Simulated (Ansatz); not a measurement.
Frontier orbitals of CH$_{6}$SiTe, SMILES `[SiH3]C[TeH]`.

```xyz
9

Si    0.0972    0.6127    1.1794
C     0.0429   -0.5719   -0.2706
Te   -0.3801    0.4664   -2.1032
H     1.1442    1.6439    0.9567
H     0.4093   -0.1342    2.4272
H    -1.2165    1.2899    1.3341
H    -0.7393   -1.3161   -0.1186
H     1.0033   -1.0757   -0.3831
H    -0.3610   -0.9150   -3.0219
```

The species carries charge 0 and has multiplicity 1. Correlated methods include outer-core shells of Te, which these sets cover unevenly. Te takes the def2 core potential. Geometry: relaxed with PBE0-D4/def2-TZVP. Basis def2-TZVPP, the Gaussian-basis code of Ansatz.

Orbital energies of one run (eV). Highest occupied ones, from the top: -7.45, -9.96, -10.52, -11.11, -11.22, -12.62, -13.81, -16.43, -18.60, -22.04, -45.07, -45.10, -45.19, -45.42. Empty: 0.16, 0.91, 1.84, 2.35, 2.51, 3.14.

**Question.** Which functional gave them?
A. PBE0
B. HSE06 (plane-wave form)
C. r2SCAN0
D. CAM-B3LYP

**Answer.** D. HOMO energies: CAM-B3LYP -7.45, r2SCAN0 -6.37, HSE06 -5.82, PBE0 -6.21 eV.
